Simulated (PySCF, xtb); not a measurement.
Cl2HMoO2, SMILES [O]=[Mo]([OH])([Cl])[Cl] (connectivity only; charge and spin as stated), neutral, multiplicity 2. The values are those of a single conformer.

Harmonic wavenumbers (cm⁻¹) from GFN2-xTB (xtb 6.7.1) at its own minimum, in rising order: 88, 166, 184, 222, 241, 289, 314, 518, 522, 623, 996, 3608.

### Question
What does PySCF 2.14.0 with r2SCAN-D4/def2-SVP give at its own minimum? (An estimate is asked for; the answer gives what the named calculation found.)

### Answer
77, 103, 152, 156, 254, 398, 413, 451, 550, 737, 1048, 3766. Paired by order, the mean absolute difference is 68 cm⁻¹ and the zero-point energies are 11.1 and 11.6 kcal/mol.
